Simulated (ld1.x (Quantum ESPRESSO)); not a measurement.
## An all-electron radial function and its pseudo partner (cadmium (Cd))

Columns: radius, all-electron u(r) and pseudo u(r) of the 4s shell (level -110.16 eV) of cadmium in the configuration [Ar] 3d10 4s2 4p6 4d10 5s1.5 5p0; PBE, scalar-relativistic, TM semilocal scheme, ld1.x (Quantum ESPRESSO) 7.5.

```tsv
r (bohr)	all-electron	pseudo
0.060	-0.3101	-0.0510
0.120	-0.3115	-0.1053
0.180	0.2702	-0.1665
0.240	0.6499	-0.2381
0.300	0.6614	-0.3242
0.360	0.4091	-0.4278
0.420	0.0372	-0.5505
0.480	-0.3463	-0.6901
0.540	-0.6793	-0.8395
0.600	-0.9356	-0.9853
0.660	-1.1103	-1.1105
0.720	-1.2106	-1.1989
0.780	-1.2489	-1.2407
0.840	-1.2390	-1.2362
0.900	-1.1945	-1.1940
0.960	-1.1266	-1.1266
1.020	-1.0446	-1.0446
1.080	-0.9556	-0.9556
1.140	-0.8647	-0.8647
1.200	-0.7755	-0.7755
1.260	-0.6905	-0.6905
1.320	-0.6110	-0.6110
1.380	-0.5380	-0.5380
1.440	-0.4716	-0.4716
1.500	-0.4118	-0.4118
1.560	-0.3586	-0.3586
```

**Question.** How many radial nodes do the two functions have?

**Answer.** The all-electron 4s function has n − l − 1 = 3 (the table is too coarse to show those close to the nucleus); the pseudo-wave has 0, since the states of the same l below it are removed with the core.

**Question.** At about which radius was the pseudo-wave matched?

**Answer.** 1.00 bohr. The columns agree to 0.0005 from 0.90 bohr on; several derivatives are matched, so the curves merge somewhat inside the radius.

**Question.** Where does each function peak?

**Answer.** Outermost all-electron maximum near 0.78 bohr, pseudo maximum near 0.78 bohr (to the table’s step).

**Question.** Is the pseudo-wave norm-conserving?

**Answer.** Yes: the TM semilocal scheme keeps the norm inside the radius equal to the all-electron one, which fixes the energy derivative of the logarithmic derivative at the level.
